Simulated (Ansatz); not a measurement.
Isolated molecules relaxed with PBE0-D4/def2-TZVP in Ansatz; ΔE leaves out vibrations. CCSD(T)/CBS is the MP2 limit (def2-TZVPP, def2-QZVPP) plus CCSD(T) − MP2 in def2-TZVPP, frozen cores. This one scheme is used for every species. DFT in def2-TZVPP. B3LYP here is the variant with VWN-RPA as its local correlation; programs differ in this. HSE06 is defined as in plane-wave codes. Elements past krypton have def2 core potentials. For Br, Sn outer-core shells are correlated without core-valence functions, which leaves a few kJ/mol of doubt a bond. Scalar relativity is left out up to krypton. One conformer a species, not always the lowest.

Reaction (formal hydrolysis of the Sn–F bond): `[F][SnH2][Br]` + H₂O → `[OH][SnH2][Br]` + H–F

`[F][SnH2][Br]`:

Z-matrix (Å, degrees):
```
Sn
F 1 1.914
Br 1 2.458 2 105.2
H 1 1.695 2 105.8 3 115.9
H 1 1.695 2 105.8 3 -115.9
```

H₂O:

Cartesian coordinates in Å:
```
O 0.360 0.145 -0.025
H 0.098 -0.714 0.315
H -0.458 0.569 -0.290
```

`[OH][SnH2][Br]`:

Z-matrix (Å, degrees):
```
Sn
Br 1 2.480
O 1 1.953 2 107.1
H 1 1.694 2 109.5 3 113.3
H 1 1.702 2 106.5 3 -118.3
H 3 0.960 1 113.5 2 -51.4
```

H–F:

Z-matrix (Å, degrees):
```
F
H 1 0.920
```

| level | ΔE (kJ/mol) | difference from CCSD(T)/CBS |
| --- | --- | --- |
| LDA (SPW92) | 29.9 | -0.8 |
| PBE-D4 | 34.0 | 3.3 |
| revPBE-D4 | 33.3 | 2.6 |
| BLYP-D4 | 36.7 | 6.0 |
| B97M-V | 40.4 | 9.7 |
| PBE0-D4 | 32.8 | 2.1 |
| B3LYP-D4 | 35.9 | 5.2 |
| r2SCANh-D4 | 35.5 | 4.8 |
| r2SCAN0-D4 | 34.5 | 3.8 |
| HSE06-D4 | 32.6 | 1.9 |
| BHLYP-D4 | 36.1 | 5.4 |
| CAM-B3LYP-D4 | 37.3 | 6.6 |
| ωB97X-V | 36.3 | 5.6 |
| ωB97M-V | 35.2 | 4.5 |
| B2PLYP | 34.1 | 3.4 |
| PBE-QIDH | 29.9 | -0.8 |
| PBE | 35.7 | 5.0 |
| revPBE | 37.2 | 6.5 |
| BLYP | 40.3 | 9.6 |
| PBE0 | 34.3 | 3.6 |
| B3LYP | 38.7 | 8.0 |
| r2SCANh | 36.0 | 5.3 |
| r2SCAN0 | 35.0 | 4.3 |
| HSE06 | 34.0 | 3.3 |
| BHLYP | 38.5 | 7.8 |
| CAM-B3LYP | 38.9 | 8.2 |
| LC-ωPBE | 37.6 | 6.9 |
| RPA@PBE/def2-TZVPP | 28.5 | -2.2 |
| HF/def2-SVP | 44.0 | 13.3 |
| CCSD/def2-SVP | 37.3 | 6.6 |
| CCSD(T)/def2-SVP | 36.1 | 5.4 |
| HF/def2-TZVPP | 39.9 | 9.2 |
| SCS-MP2/def2-TZVPP | 28.1 | -2.6 |
| CCSD/def2-TZVPP | 29.4 | -1.3 |
| CCSD(T)/def2-TZVPP | 27.8 | -2.9 |
| MP2/def2-QZVPP | 27.0 | -3.7 |
| SCS-MP2/def2-QZVPP | 30.4 | -0.3 |
| HF/CBS(def2) | 42.6 | 11.9 |
| MP2/CBS(def2) | 27.4 | -3.3 |
| CCSD/CBS(def2) | 32.2 | 1.5 |
| CCSD(T)/CBS | 30.7 | 0 |

Largest T1 diagnostic among the species: 0.012.

At CCSD(T), def2-SVP lies +5.4 kJ/mol from the extrapolated value and def2-TZVPP −2.9 kJ/mol. In def2-TZVPP, CCSD(T) changes the Hartree–Fock value by −12.1 kJ/mol (the triples alone add −1.5 kJ/mol) and MP2 by −15.4 kJ/mol.
